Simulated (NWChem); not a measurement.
TiH2Cl2; SMILES [TiH2]([Cl])[Cl]

All runs: NWChem. Coordinates come from a B3LYP/6-31G* (spherical d) optimisation.

Task: What does the run give for PBE0/STO-3G? Quantities: highest occupied level (eV); orbital gap (eV); dipole (D).

Result: 
```
Property                     Result
---------------------------  ------
highest occupied level (eV)   -7.59
orbital gap (eV)               8.00
dipole (D)                     0.18
```
